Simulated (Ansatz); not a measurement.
Reaction (ligand exchange at the Si–O bond): `O=C(O)O[SiH2][SiH3]` + `NCF` → `FCN[SiH2][SiH3]` + `O=C(O)O`

Gas-phase electronic energies from Ansatz, PBE0-D4/def2-TZVP geometries. CCSD(T)/CBS is the MP2 limit (def2-TZVPP, def2-QZVPP) plus CCSD(T) − MP2 in def2-TZVPP, frozen cores. One conformer a species, not always the lowest.

```
              species  CCSD(T)/CBS(def2) energy (Eh)
`O=C(O)O[SiH2][SiH3]`                     -845.38861
                `NCF`                     -194.94856
    `FCN[SiH2][SiH3]`                     -775.52274
            `O=C(O)O`                     -264.79774
```

Task: Work out ΔE.

Result: ΔE = (-775.52274) + (-264.79774) − (-845.38861) − (-194.94856) = 0.01669 Eh = +43.8 kJ/mol.

Largest T1 diagnostic among the species: 0.015.

In def2-TZVPP, CCSD(T) changes the Hartree–Fock value by −5.2 kJ/mol (the triples alone add −0.2 kJ/mol) and MP2 by −5.8 kJ/mol.
